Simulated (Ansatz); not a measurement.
Relaxation of Cl2GeH5O2P (11 atoms, charge 0, multiplicity 1), to a largest force component of 0.03 eV/Å in at most 50 steps.

Computed with RKS PBE/def2-SVP in Ansatz 0.2.0.

```xyz
11
Properties=species:S:1:pos:R:3:forces:R:3
Ge -0.036 -0.120 0.067 -0.27 -0.47 0.29
Cl -0.303 -0.522 2.221 0.05 0.07 -0.43
O 1.658 -0.136 -0.462 -0.04 -0.03 0.01
H 1.952 -1.062 -0.581 -0.04 -0.02 0.00
O -0.802 1.378 -0.493 -0.04 0.01 0.03
H -1.757 1.225 -0.645 0.09 -0.04 0.02
Cl -1.064 -1.799 -0.858 -0.03 -0.05 -0.09
P 1.732 2.664 1.214 0.49 0.63 0.27
H 2.764 1.672 1.355 -0.01 0.03 -0.04
H 1.548 2.413 -0.180 -0.05 -0.07 -0.08
H 0.722 1.772 1.673 -0.15 -0.07 0.01
```

Problem. Where does it end, and by what steps?

Solution. The run converged. After 17 steps the energy has fallen by 0.288 eV; H11 moved furthest, 0.98 Å.

```
step  energy less start (eV)  largest force component (eV/Å)  accepted
   0                  0.0000                           0.630       yes
   1                 -0.1537                           0.267       yes
   2                 -0.2032                           0.384       yes
   3                 -0.2246                           0.239       yes
   4                 -0.2272                           0.510       yes
   5                 -0.2544                           0.078       yes
   6                 -0.2661                           0.091       yes
   7                 -0.2585                           0.423        no
   8                 -0.2707                           0.037       yes
   9                 -0.2743                           0.144       yes
  10                 -0.2691                           0.717        no
  11                 -0.2787                           0.034       yes
  12                 -0.2816                           0.171       yes
  13                 -0.2817                           0.312       yes
  14                 -0.2870                           0.035       yes
  15                 -0.2873                           0.061       yes
  16                 -0.2873                           0.089        no
  17                 -0.2876                           0.004       yes
```

```xyz
11
Properties=species:S:1:pos:R:3
Ge -0.158 -0.445 -0.149
Cl -0.664 -0.459 1.959
O 1.586 -0.514 -0.438
H 1.889 -1.443 -0.472
O -0.686 1.078 -0.883
H -1.475 1.422 -0.423
Cl -1.108 -2.169 -1.053
P 2.066 3.006 1.321
H 2.664 1.807 0.792
H 0.993 2.943 0.362
H 1.308 2.259 2.294
```

Whether the end is a true minimum wasn't checked by a vibrational analysis.

The run took 40 s on 4 threads of Arm Neoverse V1, on a shared host, peak memory 0.22 GiB.
